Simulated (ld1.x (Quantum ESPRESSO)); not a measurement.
## Cl: one change to a TM potential, before and after

ld1.x (Quantum ESPRESSO) 7.5 input, shortened:

```
&input
   title='Cl', zed=17., rel=1, dft='PBE', iswitch=3,
   config='[Ne] 3s2 3p5 3d-2'
 /
 &inputp
   pseudotype=2, tm=.true., lloc=2,
   nlcc=.true.
 /
3
3S  1  0   2.00   0.00  1.30  1.30  0.0
3P  2  1   5.00   0.00  1.00  1.00  0.0
3D  3  2  -2.00   0.05  1.35  1.35  0.0
 &test
   configts(1)='3s2 3p5'
 /
```

Change: wave 3s (bound): rc 1.30 bohr becomes 3s (bound): rc 1.74 bohr.

Cutoffs: the cutoffs (Ry, on a coarse ladder) from which the occupation-weighted sum of valence levels, in a spherical-Bessel basis at the reference potential, stays within 10 and 1 mRy of its value at 400 Ry; they do not see the model core or the augmentation charge, which bear on the density cutoff. Errors are all-electron minus pseudo energies relative to the spin-unpolarised reference configuration.

Problem. What does the change do?

Solution. The potential gets neither clearly harder nor softer (120 Ry and 200 Ry → 120 Ry and 200 Ry); the p channel sets the loose cutoff, while the largest relative change is in s, which becomes softer; of the 7 tests that both files solve, the error grows in 5 and shrinks in 1 by more than 15 % and 0.3 meV (median size 13.7 → 8.5 meV); neither file shows a bound ghost.

| quantity | base | changed |
| --- | --- | --- |
| cutoff, loose | 120 Ry | 120 Ry |
| cutoff, tight | 200 Ry | 200 Ry |
| loose cutoff by channel (10 mRy a level) | s 30 Ry, p 100 Ry | s 21 Ry, p 100 Ry |
| bound ghosts | none | none |
| error for 3s2 3p4, meV [ΔE 13.88 eV] | +6.6 | +8.5 |
| error for 3s2 3p3, meV [ΔE 39.32 eV] | +41 | +56 |
| error for 3s2 3p2, meV [ΔE 77.63 eV] | +130 | +189 |
| error for 3s2 3p4.5, meV [ΔE 5.58 eV] | +1.2 | +1.5 |
| error for 3s2 3p1, meV [ΔE 129.87 eV] | +304 | +474 |
| error for 3s1 3p5, meV [ΔE 26.58 eV] | +14 | +3.1 |
| error for 3s2 3p5.3, meV [ΔE -2.14 eV] | +0.4 | +0.4 |
